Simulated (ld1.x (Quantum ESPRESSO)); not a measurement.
Ranking RRKJ potentials for Zn (Z = 30)

All share these settings but for the change named:

* Element: zinc
* Generator: ld1.x (Quantum ESPRESSO) 7.5
* Type: norm-conserving RRKJ (Kleinman–Bylander form)
* Functional: LDA (PZ)
* Relativity: scalar-relativistic
* Frozen core: [Ne]
* Valence charge: 20
* Reference configuration: 3s2 3p6 3d9 4s0 4p0 (charge +3)
* Partial waves: 3p (bound): rc 1.10 bohr; 3d (bound): rc 1.45 bohr; 3s (bound): rc 1.10 bohr
* Local potential: the s channel
* Core correction: none
* rho0: 0.001

Cutoff: the first of the cutoffs (Ry, on a coarse ladder) from which the occupation-weighted sum of valence levels, in a spherical-Bessel basis at the reference potential, stays within 10 and 1 mRy of its value at 400 Ry; the density cutoff is not measured.

The base gives 120 Ry.

Of 8 variants that were run, those that failed, showed a ghost or another fault, or gave nearly equal values are left out.

A variant can come out equal or close to the base.

Question: Rank these variants from softest to hardest (loose cutoff).
A. wave 3d (bound): rc 1.45 bohr becomes 3d (bound): rc 1.86 bohr
B. wave 3p (bound): rc 1.10 bohr becomes 3p (bound): rc 0.92 bohr
C. functional PBE
D. all radii scaled by about 0.82 (s 0.90, p 0.90, d 1.18 bohr)

Answer: A (100 Ry), C (120 Ry), B (140 Ry), D (200 Ry).
